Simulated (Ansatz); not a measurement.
`FBB(F)F` + H₂O → `OBF` + `FBF` at 298.15 K and 1 bar (formal hydrolysis of a B–B bond).

Isolated molecules relaxed with PBE0-D4/def2-TZVP in Ansatz; ΔE leaves out vibrations. CCSD(T)/CBS is the MP2 limit (def2-TZVPP, def2-QZVPP) plus CCSD(T) − MP2 in def2-TZVPP, frozen cores. This one scheme is used for every species. One conformer a species, not always the lowest.

```
  species  CCSD(T)/CBS energy (Eh)  H − E (kJ/mol)  S (J/(mol·K))
`FBB(F)F`               -349.71808            81.6          317.7
      H₂O                -76.37941            66.4          188.7
    `OBF`               -201.07426            91.0          252.9
    `FBF`               -225.09427            57.8          244.5
```

H − E and S are ideal-gas, rigid-rotor, harmonic terms from PBE0-D4/def2-TZVP, for one conformer and one mirror image of each species. 1 Eh = 2625.50 kJ/mol, R = 8.31446 J/(mol·K).

Task: By hand: ΔE, ΔH, ΔS and ΔG.

Result: ΔE = (-201.07426) + (-225.09427) − (-349.71808) − (-76.37941) = -0.07104 Eh = -186.5 kJ/mol. Δ(H − E) = 91.0 + 57.8 − 81.6 − 66.4 = 0.8, so ΔH = -185.7 kJ/mol. ΔS = 252.9 + 244.5 − 317.7 − 188.7 = -9.0 J/(mol·K). ΔG = -185.7 − 298.15 × (-9.0)/1000 = -183.0 kJ/mol.

Task: By hand: the equilibrium constant, and the temperature at which ΔG would vanish if ΔH and ΔS stayed fixed.

Result: log₁₀ K = −ΔG/(RT ln 10) = 32.1. ΔG = 0 at ΔH/ΔS = 20633 K, far beyond where these terms or the molecules hold.

The number of gas molecules stays the same, so ΔS is small and ΔH decides. A doubt of 5 kJ/mol in ΔE shifts log₁₀ K by 0.9 here. Other conformers and mirror images would add mixing entropy, several J/(mol·K) or more a flexible species. Modes under 60 cm⁻¹, often nearly free rotors, make the harmonic entropy too high. These are equilibria of isolated gas molecules and say nothing of rates. Largest T1 diagnostic: 0.014 (customary marks: 0.02 for closed shells, 0.045 for open ones).
